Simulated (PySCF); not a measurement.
C₄H₁₀Si₂, SMILES C1[Si@H](C=C)[SiH2]C1.

Coordinates come from a PBE0-D3(BJ)/def2-SVP optimisation. The structure was generated by enumeration; whether it is a known compound was not checked. The values are those of a single conformer.

The numbers are results of PBE0-D3(BJ)/def2-SVP in PySCF, not measurements.

Frequencies are harmonic and unscaled.

### Question
List the normal modes with their intensities. (An estimate is asked for; the answer gives what the named calculation found.)

### Answer

```csv
mode,ν (cm⁻¹),IR (km/mol),moving atoms (share of kinetic energy)
1,72,0.1,"C 48 %, H 28 %, Si 24 %"
2,90,0.3,"C 42 %, H 31 %, Si 27 %"
3,154,0.4,"H 47 %, C 30 %, Si 23 %"
4,191,0.8,"H 48 %, C 36 %, Si 16 %"
5,291,1.6,"C 65 %, H 26 %, Si 9 %"
6,330,1.4,"H 40 %, C 35 %, Si 25 %"
7,415,0.3,"Si 63 %, H 28 %, C 10 %"
8,446,9.9,"H 71 %, Si 21 %, C 8 %"
9,511,4.0,"H 75 %, C 18 %"
10,559,23.0,"H 61 %, C 22 %, Si 17 %"
11,628,5.8,"H 65 %, C 23 %, Si 12 %"
12,647,54.9,"H 62 %, C 23 %, Si 15 %"
13,671,18.0,"H 47 %, C 40 %, Si 14 %"
14,724,43.6,"C 36 %, Si 35 %, H 29 %"
15,729,129.3,"H 59 %, Si 20 %, C 20 %"
16,752,95.5,"H 70 %, C 22 %"
17,789,3.2,"H 76 %, Si 14 %, C 11 %"
18,861,93.3,"H 69 %, C 23 %"
19,931,86.6,H 93 %
20,957,3.7,"C 54 %, H 45 %"
21,990,31.2,"H 73 %, C 27 %"
22,1006,12.2,"H 89 %, C 11 %"
23,1017,10.1,"H 90 %, C 8 %"
24,1041,9.8,"H 92 %, C 8 %"
25,1093,1.2,"H 59 %, C 41 %"
26,1193,2.9,"H 64 %, C 35 %"
27,1233,1.0,"H 82 %, C 18 %"
28,1272,0.1,"H 73 %, C 27 %"
29,1416,13.0,H 92 %
30,1417,12.0,"H 86 %, C 14 %"
31,1429,4.2,"H 91 %, C 9 %"
32,1680,9.4,"C 86 %, H 14 %"
33,2201,60.1,H 97 %
34,2204,122.3,H 97 %
35,2220,146.1,H 96 %
36,3061,12.1,H 95 %
37,3067,13.8,H 94 %
38,3125,10.2,"H 91 %, C 9 %"
39,3135,6.9,"H 90 %, C 10 %"
40,3137,12.2,H 95 %
41,3158,3.6,"H 92 %, C 8 %"
42,3235,6.3,"H 89 %, C 11 %"
```
